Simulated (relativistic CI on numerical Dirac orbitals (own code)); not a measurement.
## Zn⁴⁺ (3d8) in a crystal field

Calculated by Dirac-Coulomb-Breit CI, orbitals from a KLI potential per configuration, a model potential for QED, valence Slater integrals scaled by 0.7, one configuration in a parametric crystal field (own radial code).

Field parameters in Wybourne normalisation: Td as Oh with Dq negative (B⁴₀ = 21Dq, B⁴₄ = √(5/14) B⁴₀). The field is a parameter set, without covalency.

S is read from ⟨S²⟩ = S(S + 1).

Powder χT (cm³ K mol⁻¹) by Van Vleck's formula, with temperature-independent terms:

| Field | 2 K | 5 K | 10 K | 20 K | 50 K | 100 K | 200 K | 300 K |
| --- | --- | --- | --- | --- | --- | --- | --- | --- |
| Td, 10Dq = -2200 cm⁻¹ | 0.0256 | 0.0641 | 0.128 | 0.256 | 0.641 | 1.28 | 2.28 | 2.81 |
| Td, 10Dq = -7550 cm⁻¹ | 0.014 | 0.035 | 0.0699 | 0.14 | 0.35 | 0.699 | 1.37 | 1.89 |
| Td, 10Dq = -9350 cm⁻¹ | 0.0131 | 0.0327 | 0.0653 | 0.131 | 0.327 | 0.653 | 1.29 | 1.79 |
| Td, 10Dq = -11100 cm⁻¹ | 0.0125 | 0.0312 | 0.0623 | 0.125 | 0.312 | 0.623 | 1.23 | 1.71 |
| Td, 10Dq = -12900 cm⁻¹ | 0.012 | 0.03 | 0.0601 | 0.12 | 0.3 | 0.601 | 1.19 | 1.66 |
| Td, 10Dq = -14650 cm⁻¹ | 0.0117 | 0.0292 | 0.0585 | 0.117 | 0.292 | 0.585 | 1.15 | 1.62 |
| Td, 10Dq = -16450 cm⁻¹ | 0.0114 | 0.0286 | 0.0571 | 0.114 | 0.286 | 0.571 | 1.13 | 1.58 |
| Td, 10Dq = -18200 cm⁻¹ | 0.0112 | 0.0281 | 0.0561 | 0.112 | 0.281 | 0.561 | 1.11 | 1.56 |

(1) For Td, 10Dq = -11100 cm⁻¹: what effective moment follows at 300 K?

Answers

(1) μ_eff = √(8χT) = 3.70 μB. The ground level has S = 1.00; the spin-only moment for S = 1 is 2.83 μB. The difference comes from the orbital moment, spin-orbit mixing of terms and temperature-independent paramagnetism, all larger in this ionic model than in covalent complexes. The ground level is a non-magnetic singlet, so χT starts at zero and rises through temperature-independent paramagnetism and the filling of excited levels.
